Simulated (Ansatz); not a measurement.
CH5Si, doublet, at a GFN2-xTB geometry; BLYP/cc-pVDZ in Ansatz (an electronic-structure program).

Here is a job for Ansatz.
Ansatz 0.2 input:
```yaml
crystal:
  periodic: [false, false, false]
  atoms:
    - {symbol: C, position_ang: [1.25953929, -0.13870737, 0.00334369]}
    - {symbol: Si, position_ang: [-0.57253761, 0.06509637, -0.00259843]}
    - {symbol: H, position_ang: [1.94386158, 0.69052936, -0.02310633]}
    - {symbol: H, position_ang: [1.73056295, -1.10560439, 0.04418013]}
    - {symbol: H, position_ang: [-1.14505061, -0.39688324, 1.27089011]}
    - {symbol: H, position_ang: [-0.90406222, 1.47637530, -0.20062515]}
    - {symbol: H, position_ang: [-1.16702079, -0.74352206, -1.07502292]}
basis:
  gaussian:
    orbitals: cc-pVDZ
    point_charges:
      - {charge: 1.0, position_ang: [3.9684, 1.5777, -2.6712]}
hamiltonian:
  xc: blyp
magnetization: {spin_polarized: true, initial_magnetization: 1}
```

Task: What does Ansatz print? Leave out banner, timings and long lists.

Result: 
```
Functional definition: BLYP
708 factors; their error is unknown
mean field evaluation 1: about -8987.4502 eV, gradient 3.1e1 eV
mean field evaluation 2: about -8978.5773 eV, gradient 4.7e1 eV
mean field evaluation 4: about -8992.9825 eV, gradient 1.5e0 eV
mean field evaluation 8: about -8993.0053 eV, gradient 7.3e-2 eV
mean field evaluation 16: about -8992.9920 eV, gradient 2.5e-5 eV
mean field -8992.99202661 eV, -330.4863613089 hartree, gradient 2.5e-5 eV, S^2 0.753070; 0 other end points of the search recorded, 0 dependent functions left out
reference -8992.99231828 eV, -330.4863720275 hartree; 13, 12 occupied and 44, 45 virtual orbitals, 708 factors
Total energy: -8992.99231828 eV, -330.4863720275 hartree
```
